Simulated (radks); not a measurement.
The numbers below are computed, except where a source is named.
The vanadium ion V2+ inside a hard spherical wall (all orbitals vanish at R), configuration held at [Ar] 3d3 and not refilled when levels cross. Level of theory: non-relativistic Kohn-Sham, PBEsol, spin-polarised, spherical densities, point nucleus; open shells are filled with parallel spins first (a radial shooting solver on a logarithmic mesh with Libxc functionals). Eigenvalues in eV for spin up, with the zero of energy where the potential of the charges vanishes at infinity; a dash marks a level that is unbound or too diffuse for the functional's potential to be trusted. A positive occupied level is held by the wall or, in an anion where self-interaction has pushed it up, behind a barrier. The pressure on the wall is -dE/dV.

R (bohr)	E (hartree)	kinetic (hartree)	e(2p)	e(3s)	e(3p)	e(3d)	e(4s, empty)	e(4p, empty)	pressure (GPa)
free	-941.85362	940.960	-517.95	-86.496	-61.340	-22.455	-17.934	-13.093	0
20	-941.85362	940.960	-517.95	-86.496	-61.340	-22.455	-17.934	-13.093	< 0.0001
15	-941.85362	940.960	-517.95	-86.496	-61.340	-22.455	-17.934	-13.093	< 0.0001
10	-941.85362	940.960	-517.95	-86.496	-61.340	-22.455	-17.934	-13.091	< 0.0001
8	-941.85361	940.960	-517.95	-86.495	-61.339	-22.454	-17.928	-13.053	0.000393
5	-941.85072	940.986	-517.76	-86.341	-61.190	-22.297	-17.014	-11.180	0.550
3	-941.67517	941.995	-513.40	-83.249	-58.126	-18.415	-0.273	10.199	106
2.5	-941.25173	944.237	-507.18	-79.155	-53.825	-12.866	21.663	34.648	584
2	-939.45819	952.564	-490.15	-67.497	-41.159	2.302	78.566	93.746	4110
